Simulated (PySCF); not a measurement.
C₂H₃ClFIn. Atoms are numbered in the order given.

```xyz
8

In     0.3311     0.0709     0.0000
F      1.9262     1.2359     0.0000
Cl    -1.6708     1.3316     0.0000
C      0.2904    -2.0644     0.0000
C     -0.8907    -2.7077     0.0000
H      1.2469    -2.6138     0.0000
H     -0.9422    -3.8121     0.0000
H     -1.8575    -2.1755     0.0000
```

Geometry: PBE-D3(BJ)/def2-SVP. The structure was generated by enumeration; whether it is a known compound was not checked. The def2 effective core potentials stand for the cores of In; spin–orbit coupling is left out. Other conformers were not sampled.

Method: PBE-D3(BJ)/def2-SVP (PySCF).

Frequencies are harmonic and unscaled.

Computed harmonic wavenumbers and intensities:
```csv
mode,ν (cm⁻¹),IR (km/mol),moving atoms (share of kinetic energy)
1,52,2.0,"C 38 %, Cl 31 %, In 13 %, H 12 %"
2,67,3.0,"C 34 %, F 33 %, H 20 %, In 13 %"
3,122,17.8,"F 66 %, Cl 19 %, In 13 %"
4,127,6.9,"C 29 %, H 28 %, In 22 %, F 12 %, Cl 9 %"
5,260,6.3,"C 67 %, H 19 %, In 11 %"
6,351,32.5,"Cl 78 %, In 19 %"
7,450,31.8,"H 70 %, C 29 %"
8,498,23.6,"C 66 %, H 20 %, In 9 %"
9,591,61.2,"F 81 %, In 16 %"
10,949,8.2,"H 88 %, C 12 %"
11,950,16.4,"H 72 %, C 28 %"
12,987,23.3,H 94 %
13,1184,38.7,"H 73 %, C 27 %"
14,1361,11.4,"H 85 %, C 15 %"
15,1600,2.1,"C 86 %, H 14 %"
16,3043,6.7,H 95 %
17,3106,1.8,"H 91 %, C 9 %"
18,3139,0.5,"H 89 %, C 11 %"
```
